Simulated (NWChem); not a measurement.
# Atomisation of CH$_{2}$Cl

```xyz
4

C      0.0000     0.0000    -1.1205
Cl     0.0000     0.0000     0.5875
H      0.9620     0.0000    -1.6325
H     -0.9620     0.0000    -1.6325
```
Charge 0, spin multiplicity 2.

Program: NWChem. Structure: optimised with UB3LYP/def2-SVP, a minimum by its harmonic frequencies.

Basis set: def2-TZVP. The atomisation energy is electronic alone: no zero-point, thermal, spin-orbit or counterpoise terms. No value is extrapolated to the basis-set limit. Free atoms are single determinants with multiplicities C 3, Cl 2, H 2. Correlated methods freeze the same cores in atoms and molecule, 6 orbitals in all.

Relative cost: rough, from shared machines, SCF included, PBE0 = 1. Costs are the molecule's.

B3LYP has NWChem's definition, with VWN1-RPA local correlation. GW and range-separated runs recompute their integrals, the others keep them in memory, which bears on the times. The structure started from a generated list of species. The unpaired electrons of the parent sit in orbitals of symmetry b2 (C2v labels of the run); other states weren't searched. No SCF solution was tested for a lower state. Open-shell Hartree-Fock references start from PBE0 orbitals; any time given for them includes that run. No row is a measurement; the coupled-cluster row has its own basis-set and correlation limits.

```
method                        atomisation energy (kcal/mol)  relative cost
----------------------------  -----------------------------  -------------
B3LYP                                                   ___        under 3
CAM-B3LYP                                               ___              9
PBE0                                                  292.1              1
HF                                                    212.6        under 3
TPSS                                                    ___        under 3
MP2                                                   279.5              3
PBE                                                   297.4        under 3
LC-wPBE (omega 0.3 per bohr)                          292.6              9
CCSD(T)                                                 ___             10
```

Q: Some entries are withheld; supply them.

A: 
- B3LYP, atomisation energy (kcal/mol): 287.6
- CAM-B3LYP, atomisation energy (kcal/mol): 288.6
- TPSS, atomisation energy (kcal/mol): 294.3
- CCSD(T), atomisation energy (kcal/mol): 276.6
